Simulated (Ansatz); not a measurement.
`[CH3][Mg][O][SiH3]` + `CNC` → `[CH3][Mg][N](C)C` + `O[SiH3]`  (ligand exchange at a Mg–O bond)

Isolated molecules relaxed with PBE0-D4/def2-TZVP in Ansatz; ΔE leaves out vibrations. CCSD(T)/CBS is the MP2 limit (def2-TZVPP, def2-QZVPP) plus CCSD(T) − MP2 in def2-TZVPP, frozen cores. Functionals use def2-TZVPP. B3LYP here is the variant with VWN-RPA as its local correlation; programs differ in this. For Mg outer-core shells are correlated without core-valence functions, which leaves a few kJ/mol of doubt a bond. One conformer a species, not always the lowest.

(1) Is it downhill or uphill in electronic energy at CCSD(T)/CBS, and by how much? (Best estimate.)

(2) What do these levels give: r2SCAN0-D4, PBE, B3LYP, BHLYP, SCS-MP2/def2-QZVPP, CCSD/CBS(def2)? (An estimate is asked.)

Largest T1 diagnostic among the species: 0.011.

Answers

(1) Computed: Uphill: ΔE = +1.23 eV.

(2) Computed: r2SCAN0-D4 1.25, PBE 1.14, B3LYP 1.24, BHLYP 1.31, SCS-MP2/def2-QZVPP 1.25, CCSD/CBS(def2) 1.27 eV.

From BLYP to BHLYP (50 % exact exchange), in def2-TZVPP and without D4, ΔE moves by +0.11 eV. Leaving LDA and LC-ωPBE aside and taking each functional with its dispersion term where it has one, the values, not all of them listed here, spread over 0.18 eV, from revPBE-D4 to BHLYP-D4. LDA lies −0.05 eV from PBE without D4. In def2-TZVPP, CCSD(T) changes the Hartree–Fock value by −0.20 eV (the triples alone add −0.03 eV) and MP2 by −0.20 eV.
